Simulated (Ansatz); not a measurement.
The same path of a periodic cell of 17 atoms, CuSi16 (host Si, host structure diamond, interstitial Cu), cell charge +1 was run twice with different band settings. Lost on the way: Si1–Cu17, Si5–Cu17, Si6–Cu17, Si7–Cu17, Si10–Cu17, Si16–Cu17. Made: Si2–Cu17, Si3–Cu17, Si8–Cu17, Si9–Cu17, Si15–Cu17.

Theory: DFT PBE, scalar-relativistic, plane waves, PAW (Ansatz 0.2.0). Settings: PAW set soft_1, cutoff 420 eV, k mesh 2x2x2, gaussian smearing 0.05 eV, no spin polarisation.

Relaxed end points:

```xyz
17
Lattice="0.0000 5.4300 5.4300 5.4300 0.0000 5.4300 5.4300 5.4300 0.0000" Properties=species:S:1:pos:R:3
Si -0.039 0.043 -0.005
Si 1.416 1.328 1.299
Si 2.769 2.666 -0.048
Si 4.110 4.015 1.300
Si 2.715 0.038 2.753
Si 3.935 1.492 4.207
Si 5.391 2.710 2.758
Si 6.846 4.014 4.044
Si 0.043 2.651 2.670
Si 1.361 4.073 4.011
Si 2.786 5.386 2.671
Si 4.119 6.744 4.030
Si 2.586 2.836 5.550
Si 4.127 4.065 6.780
Si 5.473 5.385 5.366
Si 6.791 6.727 6.788
Cu 5.273 5.578 8.291
```

```xyz
17
Lattice="0.0000 5.4300 5.4300 5.4300 0.0000 5.4300 5.4300 5.4300 0.0000" Properties=species:S:1:pos:R:3
Si 0.062 0.038 0.032
Si 1.397 1.346 1.429
Si 2.807 2.700 -0.041
Si 4.138 4.058 1.331
Si 2.831 0.116 2.797
Si 4.167 1.452 4.155
Si 5.492 2.777 2.742
Si 6.859 4.143 4.054
Si -0.070 2.645 2.832
Si 1.325 4.040 4.109
Si 2.616 5.331 2.596
Si 3.931 6.645 4.004
Si 2.753 2.777 5.462
Si 4.062 4.111 6.860
Si 5.415 5.520 5.390
Si 6.773 6.852 6.761
Cu 6.488 3.771 6.535
```

Common settings: climbing image yes; spring 5.0 eV/Å²; force threshold 0.05 eV/Å; end points relaxed.

| run | movable images | optimiser | start path | iteration limit |
| --- | --- | --- | --- | --- |
| 1 | 5 | fire | IDPP | 47 |
| 2 | 2 | quadratic models (default) | default | 50 |

(1) What does each run give, and how far can it be trusted?

Results:

(1) Run 1: converged after 30 iterations, highest image 0.048 eV above the first end. The profile has 3 maxima (images 1, 3, 5) with wells between them (images 2, 4): this band takes more than one step, which may be the mechanism or a detour left from its start path. By the program's own check the climbing image is of a kind that is not told: the force calls were inconclusive, a negative curvature could not be distinguished from the path's own, the only one lies far off the path, or fixed occupations may fill a level only in part (lowest curvatures found: -0.40 and 0.83 eV/Å²).
Run 2: converged after 11 iterations, highest image 0.043 eV above the first end. The order of the stationary point at the top wasn't checked. So few images can step over the top or miss a turn of the path.
Limits of this set-up: coarse k mesh, a small cell, in which the defect meets its images, charged cell in a uniform background, uncorrected.
